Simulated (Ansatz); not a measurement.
Single points on the cluster TiAl₂.

```yaml
crystal:
  periodic: [false, false, false]
  atoms:
    - {symbol: Ti, position_ang: [0.007529, -1.249229, 0.728589]}
    - {symbol: Al, position_ang: [-1.245123, 0.657387, -0.295241]}
    - {symbol: Al, position_ang: [1.237594, 0.591841, -0.433348]}
basis:
  gaussian: {orbitals: def2-TZVP, initial_orbitals: start.molden}
hamiltonian: {xc: r2scan, dispersion: d4}
scf: {omitted_lower_state_checks: [starts]}
output: {orbitals: {seedname: orbitals}}
```

The file start.molden holds the orbitals of an earlier run on this structure, at another level or in another basis.

```sh
$ ansatz run in.yaml --threads 4 --pin off --events-out ev --progress --plain --max-ram 3916MiB
```

Shortened log:

```
Functional definition: r2SCAN
931 factors; their error is unknown
mean field evaluation 1: about -36302.7608 eV, gradient 6.2e0 eV
mean field evaluation 2: about -36302.8255 eV, gradient 3.4e-1 eV
mean field evaluation 4: about -36302.8150 eV, gradient 5.8e-2 eV
mean field evaluation 8: about -36302.8150 eV, gradient 1.1e-5 eV
mean field -36302.81497505 eV, -1334.1038434014 hartree, gradient 1.1e-5 eV, S^2 0.000000; 0 other end points of the search recorded, 0 dependent functions left out
reference -36302.81498462 eV, -1334.1038437528 hartree; 24, 24 occupied and 95, 95 virtual orbitals, 931 factors
Total energy: -36302.83241481 eV, -1334.1044843008 hartree
Checks for a lower state left out: starts
```

Hardware: 4 threads of Arm Neoverse V1 on a shared host. Wall time 3.1 s.

As the first input, with `gaussian: {orbitals: def2-TZVPD, initial_orbitals: start.molden}`, `hamiltonian: {xc: pbe0, dispersion: d4}` (abridged; 2.9 s):

```
Functional definition: PBE0
mean field -36293.37358073 eV, -1333.7568785598 hartree, gradient 1.5e-5 eV, S^2 0.000000
Total energy: -36293.46308213 eV, -1333.7601676755 hartree
Checks for a lower state left out: starts
```

As the first input, with `hamiltonian: {xc: {name: r2SCAN0}, dispersion: d4}` (abridged; 8.5 s):

```
Functional definition: r2SCAN0
mean field evaluation 16: about -36301.3390 eV, gradient 3.8e-5 eV
mean field -36301.33904162 eV, -1334.0496038483 hartree, gradient 3.8e-5 eV, S^2 0.000000
Total energy: -36301.36330571 eV, -1334.0504955369 hartree
Checks for a lower state left out: starts
```

The first input with `hamiltonian: {xc: {name: BLYP}, dispersion: d4}` (abridged; 1.2 s):

```
Functional definition: BLYP
mean field -36306.77468966 eV, -1334.2493602294 hartree, gradient 2.9e-5 eV, S^2 0.000000
Total energy: -36306.98735177 eV, -1334.2571754178 hartree
Checks for a lower state left out: starts
```

The first input with `gaussian: {orbitals: def2-TZVPD, initial_orbitals: start.molden}` (abridged; 3.7 s):

```
Functional definition: r2SCAN
mean field -36302.82594486 eV, -1334.1042465343 hartree, gradient 9.5e-6 eV, S^2 0.000000
Total energy: -36302.84338552 eV, -1334.1048874669 hartree
Checks for a lower state left out: starts
```

As the first input, with `hamiltonian: {xc: pbe}`, `correlation: {method: rpa}` and without the key `output` (abridged; 4.9 s):

```
Functional definition: PBE
mean field -36292.43734050 eV, -1333.7224723659 hartree, gradient 9.0e-6 eV, S^2 0.000000; unrestricted orbitals would lower it
mean field evaluation 16: about -36247.2914 eV, gradient 4.4e0 eV
15 core orbitals not correlated: weight in the atoms' cores, before any rotation towards them, 1.000 or more for the frozen orbitals, at most 0.000 for the correlated occupied ones
Total energy: -36268.63890407 eV, -1332.8478959581 hartree
Checks for a lower state left out: starts
```

The first input with `hamiltonian: {xc: {name: BHLYP}, dispersion: d4}` (abridged; 4.6 s):

```
Functional definition: BHLYP
mean field -36303.44468119 eV, -1334.1269846753 hartree, gradient 3.0e-5 eV, S^2 0.000000
Total energy: -36303.66799121 eV, -1334.1351911671 hartree
Checks for a lower state left out: starts
```

Geometry: PBE0-D4/def2-TZVP.

Correlated methods freeze 15 core orbitals; core or outer-core shells of Ti are correlated, in sets that lack core-valence functions. At r2SCAN-D4/def2-TZVP, RPA@PBE/def2-TZVP the restricted singlet (for correlated methods, its reference) is unstable: a solution with broken spin symmetry lies lower. The restricted singlet is unstable towards broken spin symmetry at other levels; at PBE0-D4/def2-TZVPD, r2SCAN0-D4/def2-TZVP, BLYP-D4/def2-TZVP, r2SCAN-D4/def2-TZVPD and others this wasn't settled. The order of the spin states hangs on the level: the quintet lies 0.82 eV below the singlet at PBE0-D4/def2-TZVP, but 0.09 eV above it at RPA@PBE/def2-TZVP. The structure comes from a short search, and lower isomers may exist.
